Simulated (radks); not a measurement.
Species: the ytterbium ion Yb44+. Configuration: [Ar] 3d8 (the NIST ground configuration).

Method: scalar-relativistic Kohn-Sham, PBE, spin-polarised, spherical densities, finite nucleus; open shells are filled with parallel spins first (spin-orbit coupling, left out, can overturn this in heavy ions); Fermi nuclear charge, rms radius 5.3108 fm; computed with a radial shooting solver on a logarithmic mesh with Libxc functionals.

Energy parts (hartree):
| part | energy |
|---|---|
| total | -12639.4928 |
| kinetic | 13879.6239 |
| electron-nucleus | -28598.0451 |
| Hartree | 2287.4027 |
| exchange-correlation | -208.4743 |

Orbitals (lengths in bohr, moments of r in powers of bohr; r(max) is where P^2 peaks; r(90%) holds 90 % of the orbital's charge):
| orbital | occ. | eigenvalue (hartree) | r(90%) | r(max) |
|---|---|---|---|---|
| 1s up | 1 | -2335.428 | 0.0357 | 0.01237 |
| 1s down | 1 | -2335.425 | 0.0357 | 0.01237 |
| 2s up | 1 | -464.8576 | 0.129 | 0.07048 |
| 2s down | 1 | -464.5622 | 0.129 | 0.07046 |
| 2p up | 3 | -419.9619 | 0.120 | 0.05745 |
| 2p down | 3 | -419.7296 | 0.120 | 0.05743 |
| 3s up | 1 | -163.2546 | 0.307 | 0.1960 |
| 3s down | 1 | -162.9282 | 0.307 | 0.1961 |
| 3p up | 3 | -149.6723 | 0.310 | 0.1923 |
| 3p down | 3 | -149.3412 | 0.310 | 0.1924 |
| 3d up | 5 | -134.2295 | 0.287 | 0.1553 |
| 3d down | 3 | -133.8170 | 0.287 | 0.1555 |

The highest occupied level is 3d down at -3641.3 eV. For comparison, the ionisation energy in NIST's Atomic Spectra Database is 3677 eV (theoretical). In exact Kohn-Sham theory the highest level is minus the ionisation energy, but local and semilocal functionals leave it too shallow, through self-interaction and a potential that decays too fast; potentials with the right tail come closer. The electron density at the nucleus is 1.081e+06 e/bohr^3 (large components only). Summed over all electrons, <r^2> = 0.7828 bohr^2, which gives a Langevin (diamagnetic) susceptibility term of -0.62 x 10^-6 cm^3/mol. The density falls to 0.001 e/bohr^3 at r = 0.68 bohr. Spin moment in Bohr magnetons: 2. The spin density at the nucleus is -23.93 e/bohr^3 (1s -3.30, 2s -60.96, 3s 40.34).
